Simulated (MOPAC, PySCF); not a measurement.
C10H7BS, SMILES `Bc1c(C#C)ccc2ccsc12`, neutral singlet in the gas phase. 

Cartesian coordinates (Å):
SMILES: Bc1c(C#C)ccc2ccsc12
```xyz
19

B      1.1945     2.2011    -0.2278
C      0.5755     0.7967    -0.1060
C      1.3433    -0.3917    -0.2148
C      2.7523    -0.3522    -0.4469
C      3.9494    -0.3810    -0.6433
C      0.7375    -1.6635    -0.0970
C     -0.6207    -1.7897     0.1278
C     -1.4268    -0.6446     0.2437
C     -2.8385    -0.5451     0.4742
C     -3.2586     0.7478     0.5243
S     -1.9827     1.8953     0.2979
C     -0.8086     0.6243     0.1236
H      0.4818     3.1731    -0.1265
H      2.3736     2.3486    -0.4215
H      5.0094    -0.3876    -0.8176
H      1.3636    -2.5525    -0.1872
H     -1.0716    -2.7813     0.2159
H     -3.4986    -1.4048     0.5953
H     -4.2747     1.1072     0.6859
```
Charge 0, multiplicity 1.

All levels are single points at this geometry (PBE0-D3(BJ)/def2-SVP); Pople sets use spherical d functions. Orbital energies aren't observables, and empty levels follow the basis.

PM6 in MOPAC gives gap (eV) = 7.60.

Question: Estimate the gap (eV) from each of these levels: PBE0-D3(BJ)/def2-TZVP in PySCF; ωB97X-D3(BJ)/def2-TZVP in PySCF; B3LYP/6-31G* in PySCF; PBE/6-31G* in PySCF; AM1 in MOPAC.

Answer: 
```json
[
 {"level": "PBE0-D3(BJ)/def2-TZVP in PySCF", "gap (eV)": "4.12"},
 {"level": "ωB97X-D3(BJ)/def2-TZVP in PySCF", "gap (eV)": "8.06"},
 {"level": "B3LYP/6-31G* in PySCF", "gap (eV)": "3.85"},
 {"level": "PBE/6-31G* in PySCF", "gap (eV)": "2.51"},
 {"level": "AM1 in MOPAC", "gap (eV)": "7.90"}
]
```
